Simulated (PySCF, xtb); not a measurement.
CH3Cl3OSi, SMILES CO[Si](Cl)(Cl)Cl.

GFN2-xTB (xtb) at its own geometry gives an orbital gap of 7.23 eV and a dipole moment of 2.59 D.

Geometry: PBE-D3(BJ)/def2-SVP. The values are those of a single conformer.

Problem. What does CAM-B3LYP/def2-TZVP (PySCF) give? (Estimate from the structure and the level; the computed values follow.)

Solution. gap 11.24 eV (levels -10.47 and 0.78 eV), dipole 1.85 D.
